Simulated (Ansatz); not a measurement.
Computed with Ansatz on PBE0-D4/def2-TZVP structures; ΔE is electronic, products minus reactants. CBS: MP2 limit from def2 TZ/QZ plus the TZ coupled-cluster correction, frozen cores. DFT in def2-TZVPP. For Zn outer-core shells are correlated without core-valence functions, which leaves a few kJ/mol of doubt a bond. Scalar relativity is left out up to krypton. One conformer a species, not always the lowest.

`[F][Zn][O][SiH3]` + `COC` → `CO[SiH3]` + `C[O][Zn][F]`  (formal exchange of groups at the Si–O bond)

| level | ΔE (kcal/mol) |
| --- | --- |
| PBE-QIDH | 11.6 |
| r2SCAN0 | 11.3 |
| CCSD/def2-SVP | 12.9 |
| CCSD(T)/def2-TZVPP | 11.6 |

**Question.** What does CCSD(T)/CBS give? (An estimate is asked.)

**Answer.** Ansatz gave: +11.3 kcal/mol. The listed levels differ from it by 0.3, 0.0, 1.6, 0.3 kcal/mol.

Largest T1 diagnostic among the species: 0.017.

From BLYP to BHLYP (50 % exact exchange), in def2-TZVPP and without D4, ΔE moves by +2.6 kcal/mol. At CCSD(T), def2-SVP lies +1.5 kcal/mol from the extrapolated value and def2-TZVPP +0.3 kcal/mol.
